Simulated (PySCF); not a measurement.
## Basis and Hamiltonian dependence of the excitation energy of B

B [He] 2s2 2p1 (2P) → B [He] 2s1 2p2 (4P). All values are computed (PySCF 2.14, energy differences of UHF-based or UKS calculations, no spin-orbit coupling). Values in eV.

```tsv
basis	Hamiltonian	functions	UHF	PBE	PBE0	MP2 (valence)	CCSD(T) (valence)	CCSD(T) (valence and next inner shell)
aug-cc-pwCVDZ	non-relativistic	27	2.229	3.305	3.252	3.034	3.547	3.543
def2-TZVPPD	non-relativistic	37	2.189	3.271	3.218	3.074	3.542	3.529
dyall-av2z	non-relativistic	42	2.187	3.271	3.216	3.026	3.530	n/a
x2c-QZVPPall	spin-free X2C	57	2.194	3.279	3.225	3.141	3.579	3.557
aug-cc-pCVTZ-DK	spin-free X2C	59	2.202	3.288	3.234	3.117	3.574	3.570
aug-cc-pVTZ with one added diffuse shell each of s, p, d, f type	non-relativistic	62	2.199	3.285	3.230	3.099	3.562	n/a
def2-QZVPPD	non-relativistic	63	2.189	3.274	3.220	3.136	3.574	3.552
dyall-av3z	spin-free X2C	71	2.194	3.279	3.224	3.127	3.578	n/a
x2c-QZVPPall with one added diffuse shell each of s, p, d, f type	spin-free X2C	73	2.194	3.280	3.225	3.143	3.579	3.557
dyall-acv3z	non-relativistic	76	2.188	3.273	3.219	3.121	3.572	3.573
aug-cc-pVQZ-DK	spin-free X2C	80	2.196	3.284	3.230	3.155	3.586	n/a
aug-cc-pCVQZ-DK	spin-free X2C	109	2.196	3.280	3.226	3.160	n/a	n/a
aug-cc-pwCVQZ	non-relativistic	109	2.191	3.275	3.221	3.158	n/a	n/a
aug-cc-pV5Z	non-relativistic	127	2.189	3.273	3.220	3.171	n/a	n/a
```

Frozen in the all-electron rows: valence and next inner shell: nothing; valence: 1s2.
